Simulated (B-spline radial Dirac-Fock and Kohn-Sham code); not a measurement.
# Ru³⁺ 2p3/2: cross section and angular parameters

System: the Ru³⁺ ion, [Kr] 4d5; threshold 2877.0 eV (orbital energy of the model). Model: Dirac-Hartree-Slater photoionisation with a Latter tail; cross sections with all multipoles, angular parameters from the dipole term and its interference with E2. Program: an atomic code on a B-spline grid.

Input file task.json (cfg lists n, l and occupation; rrms is the nuclear radius in fm):

```json
{"items": [{
  "Z": 44,
  "q": 3,
  "cfg": [[1, 0, 2], [2, 0, 2], [2, 1, 6], [3, 0, 2], [3, 1, 6], [3, 2, 10], [4, 0, 2], [4, 1, 6], [4, 2, 5]],
  "A": 102,
  "rrms": 4.4809,
  "do": "xps",
  "hv": [60, 81.1, 84.8, 107.0, 124.0, 136.0, 200, 213.0, 300, 314.0, 342.0, 349.0, 523.0, 600, 760.0, 767.0, 861.0, 868.0, 900.0, 962.0, 2984.4, 3660.0, 4750.0, 5190.0, 5310.0, 7630.0, 8047.8, 9251.7, 12000]
}]}
```

Command: `python xray2_run.py task.json out`

| hν (eV) | σ (kb) | β | γ | δ |
| --- | --- | --- | --- | --- |
| 2984.4 | 171 | 1.014 | -0.297 | -0.007 |
| 3660 | 100 | 1.416 | -0.031 | 0.023 |
| 4750 | 48.8 | 1.484 | 0.409 | 0.040 |
| 5190 | 37.9 | 1.481 | 0.549 | 0.045 |
| 5310 | 35.5 | 1.479 | 0.585 | 0.046 |
| 7630 | ? | ? | ? | ? |
| 8047.8 | 10.4 | 1.384 | 1.183 | 0.077 |
| 9251.7 | 6.77 | 1.335 | 1.365 | 0.091 |
| 12000 | 2.99 | 1.226 | 1.679 | 0.126 |

Question: Give the values at 7630 eV.

Answer: σ = 12.2 kb, β = 1.401, γ = 1.111, δ = 0.072.

Values without a named source are computed, but for edge energies of neutral atoms, which are taken from tables.
